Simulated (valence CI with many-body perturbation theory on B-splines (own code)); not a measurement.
**E1 transitions of O³⁺**

Computed by valence CI with perturbative core correlation (CI+MBPT): three valence electrons over a frozen Dirac-Fock core [He], radial functions for each j: 11 s, 11 p, 10 d, 8 f, 5 g, 2 h, with the one-electron correlation potential Σ1 (screened to all orders), the two-electron term Σ2, the three-electron term Σ3, Breit, model QED; selected single and double excitations, second order for the rest, scaled by the run's own slope (own B-spline code, finite nucleus).

Set against measurement, 55 paired levels are off by 115 cm⁻¹ on average, the worst by 261. These come from a selection out of Moore, Selected Tables of Atomic Spectra, NSRDS-NBS 3, section 10. Levels without a partner in it may be off by more.

Lines 101 to 150 of 587 in falling wavelength, among levels below 72.657 eV, chosen from the strongest by gf and those to the six lowest levels. Wavelengths and rates use the calculated energies, so an error of 100 cm⁻¹ moves a line at 374.1 nm by 0.37 % and its rate by three times that or more. Electric multipoles are in the length gauge, E1 and E2 with the static RPA response of the core. Weak lines are less certain than strong ones. Lines between different terms over intervals too small for the method are left out, as are lines whose strength nearly cancels. The highest levels of a list are the least certain.

Names give the largest LS component (configuration and term), which can be under half, so a name can repeat, a term be missing and a line seem to break the LS rules; names also repeat where a configuration has a term twice. Letters in brackets count levels of one name in rising energy.

| λ vac (nm) | λ from measured levels | Upper | Lower | A (s⁻¹) | log gf | Branch % |
| --- | --- | --- | --- | --- | --- | --- |
| 460.7 |  | 2s 2p 4s 2P°_1/2 | 2s2 5d 2D_3/2 | 9.39e+06 | -1.22 | 0.3 |
| 459.9 |  | 2s2 6d 2D_3/2 | 2s2 5f 2F°_5/2 | 1.06e+07 | -0.87 | 0.2 |
| 459.9 |  | 2s2 6d 2D_5/2 | 2s2 5f 2F°_7/2 | 1.01e+07 | -0.72 | 0.2 |
| 457.7 |  | 2s2 6s 2S_1/2 | 2s2 5p 2P°_3/2 | 1.15e+08 | -0.14 | 17.1 |
| 457.3 |  | 2s2 6s 2S_1/2 | 2s2 5p 2P°_1/2 | 5.73e+07 | -0.44 | 8.5 |
| 456.2 |  | 2s 2p 4s 2P°_3/2 | 2s2 5d 2D_5/2 | 6.84e+06 | -1.07 | 0.2 |
| 436.4 |  | 2s2 6g 2G_7/2 | 2s2 5f 2F°_7/2 | 9.51e+06 | -0.66 | 1.5 |
| 436.4 |  | 2s2 6g 2G_9/2 | 2s2 5f 2F°_7/2 | 2.66e+08 | 0.88 | 42.2 |
| 436.4 |  | 2s2 6g 2G_7/2 | 2s2 5f 2F°_5/2 | 2.57e+08 | 0.77 | 40.7 |
| 421.9 |  | 2s 2p 3d 2F°_7/2 [b] | 2s 2p 3p 2D_5/2 [b] | 2.79e+07 | -0.22 | 0.2 |
| 421.4 |  | 2s 2p 3d 2F°_5/2 [b] | 2s 2p 3p 2D_3/2 [b] | 2.62e+07 | -0.38 | 0.2 |
| 398.9 |  | 2s 2p 3d 4P°_5/2 | 2s 2p 3p 4P_5/2 | 1.58e+07 | -0.65 | 0.1 |
| 397.1 |  | 2s 2p 3d 4P°_3/2 | 2s 2p 3p 4P_5/2 | 1.01e+07 | -1.02 | 0.0 |
| 396.8 |  | 2s 2p 3d 4P°_5/2 | 2s 2p 3p 4P_3/2 | 4.61e+06 | -1.18 | 0.0 |
| 393.9 |  | 2s 2p 3d 4P°_1/2 | 2s 2p 3p 4P_3/2 | 2.07e+07 | -1.02 | 0.1 |
| 393.6 |  | 2s 2p 3d 4P°_3/2 | 2s 2p 3p 4P_1/2 | 8.42e+06 | -1.11 | 0.0 |
| 385.0 |  | 2s 2p 3d 2D°_3/2 [b] | 2s 2p 3p 2P_3/2 [b] | 7.44e+06 | -1.18 | 0.0 |
| 384.6 |  | 2s 2p 3d 2D°_5/2 [b] | 2s 2p 3p 2P_3/2 [b] | 4.65e+07 | -0.21 | 0.1 |
| 384.2 |  | 2s 2p 3d 2D°_3/2 [b] | 2s 2p 3p 2P_1/2 [b] | 3.87e+07 | -0.47 | 0.1 |
| 376.9 |  | 2s2 6f 2F°_7/2 | 2s2 5d 2D_5/2 | 4.44e+07 | -0.12 | 0.5 |
| 376.9 |  | 2s2 6f 2F°_5/2 | 2s2 5d 2D_3/2 | 4.15e+07 | -0.28 | 0.4 |
| 375.4 |  | 2s 2p 3d 4F°_7/2 | 2s 2p 3p 4D_7/2 | 1.04e+07 | -0.76 | 8.8 |
| 374.1 | 374.6 | 2s 2p 3d 4F°_5/2 | 2s 2p 3p 4D_5/2 | 1.84e+07 | -0.64 | 16.0 |
| 373.3 |  | 2s 2p 3d 4F°_9/2 | 2s 2p 3p 4D_7/2 | 7.89e+07 | 0.22 | 100.0 |
| 373.2 | 373.8 | 2s 2p 3d 4F°_3/2 | 2s 2p 3p 4D_3/2 | 2.15e+07 | -0.75 | 21.7 |
| 372.5 |  | 2s 2p 3d 4F°_7/2 | 2s 2p 3p 4D_5/2 | 6.87e+07 | 0.06 | 58.4 |
| 372.2 | 372.7 | 2s 2p 3d 4F°_5/2 | 2s 2p 3p 4D_3/2 | 5.97e+07 | -0.13 | 51.8 |
| 372.2 | 372.7 | 2s 2p 3d 4F°_3/2 | 2s 2p 3p 4D_1/2 | 5.55e+07 | -0.34 | 56.0 |
| 366.2 |  | 2s 2p 3d 2P°_1/2 [b] | 2s 2p 3p 2S_1/2 [b] | 3.97e+07 | -0.80 | 0.1 |
| 366.0 |  | 2s 2p 3d 2P°_3/2 [b] | 2s 2p 3p 2S_1/2 [b] | 4.05e+07 | -0.49 | 0.1 |
| 363.1 |  | 2s2 6d 2D_3/2 | 2s2 5p 2P°_3/2 | 9.80e+06 | -1.11 | 0.2 |
| 363.0 |  | 2s2 6d 2D_5/2 | 2s2 5p 2P°_3/2 | 5.89e+07 | -0.16 | 1.3 |
| 362.8 |  | 2s2 6d 2D_3/2 | 2s2 5p 2P°_1/2 | 4.90e+07 | -0.41 | 1.1 |
| 358.5 |  | 2s 2p 3d 2F°_5/2 [a] | 2s 2p 3p 2D_5/2 [a] | 7.39e+06 | -1.07 | 0.0 |
| 355.5 |  | 2s 2p 3d 2F°_7/2 [a] | 2s 2p 3p 2D_5/2 [a] | 1.09e+08 | 0.22 | 0.3 |
| 355.2 |  | 2s 2p 3d 2F°_5/2 [a] | 2s 2p 3p 2D_3/2 [a] | 1.02e+08 | 0.06 | 0.3 |
| 351.0 |  | 2s 2p 3d 2D°_3/2 [b] | 2s 2p 3p 2D_3/2 [b] | 1.78e+07 | -0.88 | 0.0 |
| 351.0 |  | 2s 2p 3d 2D°_5/2 [b] | 2s 2p 3p 2D_5/2 [b] | 1.82e+07 | -0.69 | 0.0 |
| 349.3 | 349.4 | 2s 2p 3p 2D_3/2 [b] | 2s 2p 3s 2P°_3/2 [b] | 1.20e+07 | -1.06 | 0.3 |
| 349.1 | 349.3 | 2s 2p 3p 2D_3/2 [b] | 2s 2p 3s 2P°_1/2 [b] | 5.59e+07 | -0.39 | 1.2 |
| 348.9 | 349.1 | 2s 2p 3p 2D_5/2 [b] | 2s 2p 3s 2P°_3/2 [b] | 6.83e+07 | -0.13 | 1.5 |
| 341.0 | 341.1 | 2s 2p 3p 4D_5/2 | 2s 2p 3s 4P°_5/2 | 2.88e+07 | -0.52 | 28.5 |
| 340.9 |  | 2s2 3d 2D_3/2 | 2s2 3p 2P°_3/2 | 1.68e+07 | -0.93 | 0.0 |
| 340.7 |  | 2s2 3d 2D_5/2 | 2s2 3p 2P°_3/2 | 1.01e+08 | 0.02 | 0.3 |
| 340.6 | 340.7 | 2s 2p 3p 4D_1/2 | 2s 2p 3s 4P°_3/2 | 1.60e+07 | -1.25 | 7.2 |
| 339.9 |  | 2s2 3d 2D_3/2 | 2s2 3p 2P°_1/2 | 8.46e+07 | -0.23 | 0.2 |
| 339.7 | 339.8 | 2s 2p 3p 4D_3/2 | 2s 2p 3s 4P°_3/2 | 5.24e+07 | -0.44 | 29.8 |
| 339.0 | 339.1 | 2s 2p 3p 4D_1/2 | 2s 2p 3s 4P°_1/2 | 8.32e+07 | -0.54 | 37.3 |
| 338.5 | 338.6 | 2s 2p 3p 4D_7/2 | 2s 2p 3s 4P°_5/2 | 1.01e+08 | 0.14 | 99.6 |
| 338.1 | 338.2 | 2s 2p 3p 4D_3/2 | 2s 2p 3s 4P°_1/2 | 4.27e+07 | -0.53 | 24.3 |
